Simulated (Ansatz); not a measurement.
C₂H₈GaNO, singlet, at a GFN2-xTB geometry (such geometries of metal compounds can be far from the true shape); B3LYP/3-21G (Ansatz, an electronic-structure program).

The Ansatz input:
Ansatz 0.2 input:
```yaml
crystal:
  periodic: [false, false, false]
  atoms:
    - {symbol: Ga, position_ang: [0.27296897, -0.67688598, 0.30306799]}
    - {symbol: H, position_ang: [-0.03415495, -1.38568477, 1.61350185]}
    - {symbol: O, position_ang: [1.40513623, -1.52571021, -0.63971735]}
    - {symbol: H, position_ang: [1.93513213, -1.61683065, -1.42500019]}
    - {symbol: N, position_ang: [-0.56688667, 0.91672955, -0.08019746]}
    - {symbol: C, position_ang: [-0.38642091, 1.71176413, -1.27536145]}
    - {symbol: C, position_ang: [-1.50791954, 1.47998987, 0.86320579]}
    - {symbol: H, position_ang: [-1.33025685, 1.82728060, -1.82418063]}
    - {symbol: H, position_ang: [-0.00810517, 2.71393486, -1.03472921]}
    - {symbol: H, position_ang: [0.33667757, 1.21555565, -1.92908186]}
    - {symbol: H, position_ang: [-1.18278996, 2.46952977, 1.20787203]}
    - {symbol: H, position_ang: [-2.50545288, 1.58253266, 0.41811536]}
    - {symbol: H, position_ang: [-1.57992857, 0.81519824, 1.73045003]}
basis:
  gaussian:
    orbitals: 3-21G.json
hamiltonian:
  xc: b3lyp
```
The basis file holds 3-21G in the JSON format of the Basis Set Exchange.

Problem. Write the output that Ansatz gives for this input, abridged.

Solution. 
```
Functional definition: B3LYP
841 factors; integrals over basis functions are off by at most 8.7e-4 eV
mean field evaluation 1: about -57824.7641 eV, gradient 7.1e1 eV
mean field evaluation 2: about -57807.5623 eV, gradient 1.1e2 eV
mean field evaluation 4: about -57834.2678 eV, gradient 5.4e0 eV
mean field evaluation 8: about -57834.3593 eV, gradient 6.1e-1 eV
mean field evaluation 16: about -57834.3603 eV, gradient 1.7e-5 eV
mean field -57834.36027274 eV, -2125.3735384858 hartree, gradient 1.7e-5 eV, S^2 0.000000; 0 other end points of the search recorded, 0 dependent functions left out
reference -57834.36054268 eV, -2125.3735484060 hartree; 33, 33 occupied and 42, 42 virtual orbitals, 841 factors
Total energy: -57834.36054268 eV, -2125.3735484060 hartree
```
